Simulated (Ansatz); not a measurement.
F₂HInSe (`[F][In]([F])[SeH]`). Charge 0, multiplicity 1. Correlated methods include outer-core shells of In, Se, which these sets cover unevenly. Scalar relativity is left out up to krypton. In takes the def2 core potential.

| atom | x (Å) | y (Å) | z (Å) |
| --- | --- | --- | --- |
| F1 | 1.359 | -0.811 | 1.362 |
| In2 | 0.374 | 0.430 | 0.253 |
| F3 | 1.009 | 2.240 | 0.481 |
| Se4 | -1.456 | -0.228 | -1.253 |
| H5 | -1.286 | -1.630 | -0.841 |

Task: Give the diagnostics of a CCSD(T)/def2-TZVPP run (frozen core, Ansatz). (Best estimate.)

Result: Ansatz gave: T1 = 0.0147, largest single amplitude 0.051, largest double 0.044, (T) share of the correlation energy 3.1 %, 9 CCSD cycles. The RHF solution is stable towards an unrestricted one. T1 lies under the customary mark of 0.02 for closed shells.
